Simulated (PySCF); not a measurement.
CH6FNOSi2. Atoms are numbered in the order given.

```xyz
12

N      2.3589     0.2971    -0.2193
Si     1.0175    -0.6420     0.2740
O      0.0287    -1.3536    -0.9207
C     -1.2328    -0.6750    -0.9580
Si    -1.0400     0.4083     0.6100
F     -1.1995     2.0164     0.3608
H      2.2562     1.1534    -0.7504
H      3.2852    -0.1023    -0.3135
H      1.5763    -1.7065     1.1535
H     -1.3456    -0.0914    -1.8899
H     -2.0593    -1.4059    -0.9240
H     -1.9479     0.0755     1.7495
```

Geometry: PBE0-D3(BJ)/def2-SVP. The structure was generated by enumeration; whether it is a known compound was not checked. The values are those of a single conformer.

These are TDA-ωB97X/def2-SVPD (PySCF) values and carry that method's errors.

Vertical excitations. Gas-phase values at a fixed geometry.

Task: Give excitation energies, oscillator strengths and character. (Estimate from the structure and the level; the computed values follow.)

Result: 
| state | energy (eV) | λ (nm) | f | main pairs |
|---|---|---|---|---|
| S1 | 6.01 | 206 | 0.028 | HOMO→LUMO 88 % |
| S2 | 6.45 | 192 | 0.005 | HOMO−1→LUMO 74 %, HOMO−2→LUMO 13 % |
| S3 | 6.89 | 180 | 0.026 | HOMO−2→LUMO 69 %, HOMO−1→LUMO 14 % |
| S4 | 7.04 | 176 | 0.070 | HOMO→LUMO+1 79 % |
| S5 | 7.30 | 170 | 0.015 | HOMO−3→LUMO 54 %, HOMO−1→LUMO+1 15 % |
| S6 | 7.50 | 165 | 0.104 | HOMO−1→LUMO+1 52 %, HOMO→LUMO+2 21 % |
| S7 | 7.53 | 165 | 0.122 | HOMO→LUMO+2 33 %, HOMO−1→LUMO+2 17 %, HOMO−1→LUMO+1 16 %, HOMO−3→LUMO 6 % |
| S8 | 7.78 | 159 | 0.037 | HOMO−2→LUMO+1 59 %, HOMO−3→LUMO+1 14 % |
| S9 | 7.83 | 158 | 0.084 | HOMO−1→LUMO+2 54 %, HOMO→LUMO+2 27 % |
| S10 | 8.07 | 154 | 0.061 | HOMO→LUMO+3 68 %, HOMO−3→LUMO 11 % |
| T1 | 5.11 | 243 | 0 | HOMO→LUMO 80 % |
| T2 | 6.06 | 205 | 0 | HOMO−1→LUMO 84 % |
| T3 | 6.36 | 195 | 0 | HOMO→LUMO+1 61 %, HOMO→LUMO+2 16 % |
| T4 | 6.46 | 192 | 0 | HOMO−2→LUMO 61 %, HOMO→LUMO+2 12 % |
Triplets are in the Tamm–Dancoff approximation.
